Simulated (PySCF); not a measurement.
B2H4NSi, B2H5N2, BH3NOSi, Al2BH3N (calculated)

Calculation on a computer-drawn molecule: optimised geometry and harmonic frequencies of an isolated molecule of the commonest isotopes, restricted reference for singlets and unrestricted otherwise, frozen core in MP2. Program: PySCF 2.14.0.

```json
{"entry": 1, "formula": "B2H4NSi", "start_structure": {"atoms_angstrom": [["N", -2.1841, 1.1418, 0.2391], ["B", -0.9599, 0.7936, 0.3112], ["B", 0.5394, 0.2721, 0.2319], ["Si", 1.2463, -1.0847, 1.285], ["H", -3.0912, 1.5026, 0.288], ["H", 1.3212, 0.7322, -0.602], ["H", 2.5758, -1.6611, 1.3625], ["H", 0.5794, -1.8016, 2.42]]}, "given": {"charge": 0, "multiplicity": 2, "method": "HF", "basis": "cc-pV(D+d)Z", "drawn_bonds_atom": [1, 2, 3, 1, 3, 4, 4], "drawn_bonds_other_atom": [2, 3, 4, 5, 6, 7, 8], "drawn_bonds_order": [2, 1, 1, 1, 1, 1, 1]}, "results": {"optimised_atom_element": ["N", "B", "B", "Si", "H", "H", "H", "H"], "optimised_atom_x [angstrom]": [-2.175, -1.003, 0.5951, 1.26, -3.109, 1.361, 2.648, 0.4482], "optimised_atom_y [angstrom]": [1.167, 0.7922, 0.2604, -1.118, 1.477, 0.7287, -1.618, -1.794], "optimised_atom_z [angstrom]": [0.3009, 0.2374, 0.1726, 1.364, 0.3386, -0.6203, 1.348, 2.394], "modes_frequency [cm^-1]": [122.2, 233.9, 295.4, 397.5, 408.3, 475.7, 529.2, 570.1, 725.5, 729.3, 830.0, 1015, 1079, 2074, 2343, 2354, 2724, 4089], "modes_reduced_mass [dalton]": [3.929, 1.471, 1.167, 3.182, 1.973, 1.207, 1.969, 1.252, 1.452, 2.805, 2.044, 1.109, 1.755, 7.806, 1.03, 1.053, 1.092, 1.102], "rotational_constants [GHz]": [25.9, 2.297, 2.11], "total_energy [hartree]": -395.0418, "spin_squared": 0.7621, "convergence_status_largest_gradient_component [hartree/bohr]": 2.484e-05}}
{"entry": 2, "formula": "B2H5N2", "start_structure": {"atoms_angstrom": [["N", -3.2156, 1.32, 0.3238], ["B", -2.1903, 0.6794, 0.1069], ["B", -0.8417, -0.2739, -0.3412], ["N", -0.9891, -0.8083, -1.787], ["H", -4.1336, 1.7944, 0.55], ["H", -0.7025, -1.2044, 0.4147], ["H", 0.1645, 0.3814, -0.3099], ["H", -1.117, 0.0013, -2.4563], ["H", -1.8084, -1.3534, -1.8871]]}, "given": {"charge": -1, "multiplicity": 1, "method": "HF", "basis": "aug-cc-pVDZ", "drawn_bonds_atom": [1, 2, 3, 1, 3, 3, 4, 4], "drawn_bonds_other_atom": [2, 3, 4, 5, 6, 7, 8, 9], "drawn_bonds_order": [2, 1, 1, 1, 1, 1, 1, 1]}, "results": {"optimised_atom_element": ["N", "B", "B", "N", "H", "H", "H", "H", "H"], "optimised_atom_x [angstrom]": [-3.295, -2.28, -0.8731, -0.9239, -4.061, -0.7681, 0.1182, -1.025, -1.725], "optimised_atom_y [angstrom]": [1.349, 0.6778, -0.2631, -0.8437, 1.88, -1.193, 0.478, -0.1113, -1.437], "optimised_atom_z [angstrom]": [0.3997, 0.07909, -0.3887, -1.845, 0.705, 0.4309, -0.2657, -2.527, -1.974], "modes_frequency [cm^-1]": [164.1, 212.4, 219.6, 266.7, 311.8, 488.0, 625.8, 741.7, 822.5, 906.7, 951.2, 1159, 1206, 1228, 1717, 1889, 2285, 2311, 3674, 3742, 4114], "modes_reduced_mass [dalton]": [3.71, 1.249, 1.181, 1.192, 1.843, 4.936, 3.675, 1.52, 1.667, 2.781, 1.138, 1.345, 1.244, 1.102, 1.094, 8.037, 1.104, 1.054, 1.051, 1.09, 1.095], "rotational_constants [GHz]": [26.31, 3.506, 3.226], "total_energy [hartree]": -161.2257, "convergence_status_largest_gradient_component [hartree/bohr]": 3.363e-05}}
{"entry": 3, "formula": "BH3NOSi", "start_structure": {"atoms_angstrom": [["N", -0.8595, 1.2922, 2.2082], ["B", 0.2859, 0.7281, 1.8561], ["Si", 1.963, -0.1214, 1.2132], ["O", 3.2912, 0.6889, 1.5276], ["H", -1.6854, 1.7036, 2.5144], ["H", 1.8568, -1.4818, 1.8001], ["H", 1.6357, -0.512, -0.2385]]}, "given": {"charge": -1, "multiplicity": 1, "method": "HF", "basis": "aug-cc-pV(D+d)Z", "drawn_bonds_atom": [1, 2, 3, 1, 3, 3], "drawn_bonds_other_atom": [2, 3, 4, 5, 6, 7], "drawn_bonds_order": [2, 1, 1, 1, 1, 1]}, "results": {"optimised_atom_element": ["N", "B", "Si", "O", "H", "H", "H"], "optimised_atom_x [angstrom]": [-0.8479, 0.2254, 1.982, 3.276, -1.665, 1.863, 1.654], "optimised_atom_y [angstrom]": [1.264, 0.7497, -0.1409, 0.6717, 1.712, -1.51, -0.4491], "optimised_atom_z [angstrom]": [2.207, 1.839, 1.211, 1.494, 2.516, 1.852, -0.2371], "modes_frequency [cm^-1]": [165.7, 263.7, 385.3, 388.2, 404.3, 488.9, 661.5, 813.1, 958.2, 1037, 1133, 1953, 2049, 2116, 4107], "modes_reduced_mass [dalton]": [5.577, 2.621, 1.195, 1.246, 9.013, 8.695, 1.679, 1.1, 1.158, 1.107, 8.019, 7.976, 1.045, 1.03, 1.097], "rotational_constants [GHz]": [21.85, 2.766, 2.524], "total_energy [hartree]": -444.7562, "convergence_status_largest_gradient_component [hartree/bohr]": 8.55e-06}}
{"entry": 4, "formula": "BH3NOSi", "start_structure": {"atoms_angstrom": [["N", -0.8479, 1.2642, 2.2074], ["B", 0.2254, 0.7497, 1.8387], ["Si", 1.9824, -0.1409, 1.2106], ["O", 3.2756, 0.6717, 1.4937], ["H", -1.6654, 1.7116, 2.5163], ["H", 1.8634, -1.5097, 1.8516], ["H", 1.6542, -0.4491, -0.2371]]}, "given": {"charge": -1, "multiplicity": 1, "method": "MP2", "basis": "aug-cc-pV(D+d)Z", "drawn_bonds_atom": [1, 2, 3, 1, 3, 3], "drawn_bonds_other_atom": [2, 3, 4, 5, 6, 7], "drawn_bonds_order": [2, 1, 1, 1, 1, 1]}, "results": {"optimised_atom_element": ["N", "B", "Si", "O", "H", "H", "H"], "optimised_atom_x [angstrom]": [-0.8602, 0.2249, 1.982, 3.308, -1.687, 1.865, 1.656], "optimised_atom_y [angstrom]": [1.273, 0.7258, -0.1474, 0.6968, 1.736, -1.524, -0.4631], "optimised_atom_z [angstrom]": [2.213, 1.827, 1.207, 1.503, 2.531, 1.844, -0.2443], "modes_frequency [cm^-1]": [144.7, 231.3, 337.6, 339.6, 373.5, 468.8, 612.4, 754.4, 891.1, 968.1, 1023, 1793, 2014, 2064, 3862], "modes_reduced_mass [dalton]": [6.12, 3.263, 1.543, 1.161, 3.306, 7.978, 1.643, 1.085, 1.185, 1.479, 2.664, 8.007, 1.046, 1.031, 1.097], "rotational_constants [GHz]": [20.74, 2.731, 2.479], "total_energy [hartree]": -445.3314, "convergence_status_largest_gradient_component [hartree/bohr]": 2.565e-05}}
{"entry": 5, "formula": "Al2BH3N", "start_structure": {"atoms_angstrom": [["N", -2.6283, -0.0473, -2.4639], ["B", -2.2144, 0.3916, -1.3823], ["Al", -1.5712, 1.0871, 0.4219], ["Al", -0.5339, 0.4481, 2.7358], ["H", -2.9405, -0.4308, -3.3503], ["H", -1.5219, 2.6225, 0.9101], ["H", 0.0237, -0.1962, 3.968]]}, "given": {"charge": 1, "multiplicity": 1, "method": "HF", "basis": "cc-pV(D+d)Z", "drawn_bonds_atom": [1, 2, 3, 1, 3, 4], "drawn_bonds_other_atom": [2, 3, 4, 5, 6, 7], "drawn_bonds_order": [2, 1, 1, 1, 1, 1]}, "results": {"optimised_atom_element": ["N", "B", "Al", "Al", "H", "H", "H"], "optimised_atom_x [angstrom]": [-2.477, -2.18, -1.634, -0.6461, -2.731, -1.641, -0.07762], "optimised_atom_y [angstrom]": [-0.2195, 0.5299, 1.692, 0.171, -0.79, 3.202, -0.7112], "optimised_atom_z [angstrom]": [-2.159, -1.239, 0.3981, 2.416, -2.927, 0.7768, 3.574], "modes_frequency [cm^-1]": [68.55, 215.5, 270.9, 302.3, 358.6, 398.0, 458.7, 509.4, 613.1, 643.3, 672.4, 2081, 2083, 2099, 4032], "modes_reduced_mass [dalton]": [5.663, 2.902, 4.595, 4.616, 1.118, 1.393, 1.394, 6.87, 1.175, 1.207, 1.227, 1.078, 2.164, 1.522, 1.105], "rotational_constants [GHz]": [8.852, 1.718, 1.438], "total_energy [hartree]": -564.4700, "convergence_status_largest_gradient_component [hartree/bohr]": 1.96e-05}}
{"entry": 6, "formula": "Al2BH3N", "start_structure": {"atoms_angstrom": [["N", -2.4771, -0.2195, -2.1594], ["B", -2.1803, 0.5299, -1.2387], ["Al", -1.6341, 1.6924, 0.3981], ["Al", -0.6461, 0.171, 2.416], ["H", -2.7307, -0.79, -2.9274], ["H", -1.6406, 3.2024, 0.7768], ["H", -0.0776, -0.7112, 3.5739]]}, "given": {"charge": 1, "multiplicity": 1, "method": "MP2", "basis": "cc-pV(D+d)Z", "drawn_bonds_atom": [1, 2, 3, 1, 3, 4], "drawn_bonds_other_atom": [2, 3, 4, 5, 6, 7], "drawn_bonds_order": [2, 1, 1, 1, 1, 1]}, "results": {"optimised_atom_element": ["N", "B", "Al", "Al", "H", "H", "H"], "optimised_atom_x [angstrom]": [-2.474, -2.168, -1.637, -0.6525, -2.732, -1.636, -0.08748], "optimised_atom_y [angstrom]": [-0.2326, 0.5361, 1.71, 0.1857, -0.8145, 3.219, -0.7283], "optimised_atom_z [angstrom]": [-2.155, -1.207, 0.3959, 2.404, -2.936, 0.7921, 3.546], "modes_frequency [cm^-1]": [62.68, 184.9, 237.3, 296.1, 337.9, 373.6, 438.1, 507.9, 573.0, 590.9, 602.4, 1859, 2031, 2052, 3794], "modes_reduced_mass [dalton]": [5.526, 3.328, 4.061, 6.458, 1.1, 1.38, 1.37, 6.174, 1.228, 1.148, 1.204, 7.609, 1.046, 1.045, 1.103], "rotational_constants [GHz]": [8.699, 1.738, 1.449], "total_energy [hartree]": -564.8125, "convergence_status_largest_gradient_component [hartree/bohr]": 7.341e-06}}
{"entry": 7, "formula": "Al2BH3N", "start_structure": {"atoms_angstrom": [["N", -1.1259, -2.7413, -0.4899], ["B", -0.5308, -2.5337, 0.5964], ["Al", 0.896, -1.3957, 1.6147], ["Al", 2.6751, 0.3038, 2.2675], ["H", -1.7558, -3.0394, -1.2845], ["H", 1.2544, -1.6965, 3.1828], ["H", 3.9399, 1.4327, 2.5094]]}, "given": {"charge": 0, "multiplicity": 2, "method": "HF", "basis": "cc-pV(D+d)Z", "drawn_bonds_atom": [1, 2, 3, 1, 3, 4], "drawn_bonds_other_atom": [2, 3, 4, 5, 6, 7], "drawn_bonds_order": [2, 1, 1, 1, 1, 1]}, "results": {"optimised_atom_element": ["N", "B", "Al", "Al", "H", "H", "H"], "optimised_atom_x [angstrom]": [-0.8679, -0.2037, 0.9743, 2.248, -1.406, 0.8475, 3.761], "optimised_atom_y [angstrom]": [-2.514, -2.174, -1.544, 0.7195, -2.8, -2.36, 1.002], "optimised_atom_z [angstrom]": [-0.4482, 0.5338, 2.186, 2.11, -1.223, 3.539, 1.699], "modes_frequency [cm^-1]": [75.82, 186.9, 254.9, 273.0, 313.3, 348.4, 478.0, 487.7, 531.4, 572.4, 646.7, 1927, 1963, 2034, 4079], "modes_reduced_mass [dalton]": [6.378, 1.287, 2.208, 4.082, 1.981, 2.232, 2.77, 1.993, 1.232, 1.232, 1.204, 1.044, 1.049, 7.392, 1.102], "rotational_constants [GHz]": [11.39, 1.585, 1.403], "total_energy [hartree]": -564.6912, "spin_squared": 0.7922, "convergence_status_largest_gradient_component [hartree/bohr]": 1.613e-05}}
{"entry": 8, "formula": "Al2BH3N", "start_structure": {"atoms_angstrom": [["N", -0.8679, -2.5144, -0.4482], ["B", -0.2037, -2.1738, 0.5338], ["Al", 0.9743, -1.544, 2.1858], ["Al", 2.2479, 0.7195, 2.1102], ["H", -1.4062, -2.7995, -1.2232], ["H", 0.8475, -2.3598, 3.5387], ["H", 3.7611, 1.0019, 1.6993]]}, "given": {"charge": 0, "multiplicity": 2, "method": "MP2", "basis": "cc-pV(D+d)Z", "drawn_bonds_atom": [1, 2, 3, 1, 3, 4], "drawn_bonds_other_atom": [2, 3, 4, 5, 6, 7], "drawn_bonds_order": [2, 1, 1, 1, 1, 1]}, "results": {"optimised_atom_element": ["N", "B", "Al", "Al", "H", "H", "H"], "optimised_atom_x [angstrom]": [-0.8649, -0.1882, 0.9895, 2.27, -1.413, 0.8198, 3.74], "optimised_atom_y [angstrom]": [-2.5, -2.175, -1.596, 0.6181, -2.771, -2.336, 1.089], "optimised_atom_z [angstrom]": [-0.4572, 0.5593, 2.2, 2.07, -1.252, 3.591, 1.686], "modes_frequency [cm^-1]": [67.87, 182.7, 203.7, 249.9, 294.4, 353.2, 445.3, 480.3, 483.2, 514.5, 612.2, 1846, 1919, 1944, 3849], "modes_reduced_mass [dalton]": [6.228, 1.475, 2.563, 2.519, 1.645, 3.377, 1.389, 1.205, 6.569, 1.194, 1.201, 7.707, 1.045, 1.044, 1.101], "rotational_constants [GHz]": [11.0, 1.636, 1.433], "total_energy [hartree]": -565.0375, "spin_squared": 0.792, "convergence_status_largest_gradient_component [hartree/bohr]": 3.361e-05}}
```
